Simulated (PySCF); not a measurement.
Level of theory: PBE-D3(BJ)/def2-TZVP // PBE0-D3(BJ)/def2-TZVP in PySCF. All species are isolated molecules in the gas phase. 

Reference species (SMILES): `[SiH2]=C[SiH3]` (neutral, multiplicity 1).

- dipole moment: 1.59 D
- HOMO: -5.93 eV
- HOMO–LUMO gap: 3.47 eV

Changed species: `C=[SiH][SiH3]`.

Q: Give the shifts of the dipole moment, HOMO and HOMO–LUMO gap.

A: the dipole moment drops by 1.01 D, to 0.58 D; the HOMO rises by 0.25 eV, to -5.68 eV; the HOMO–LUMO gap falls by 0.13 eV, to 3.34 eV.
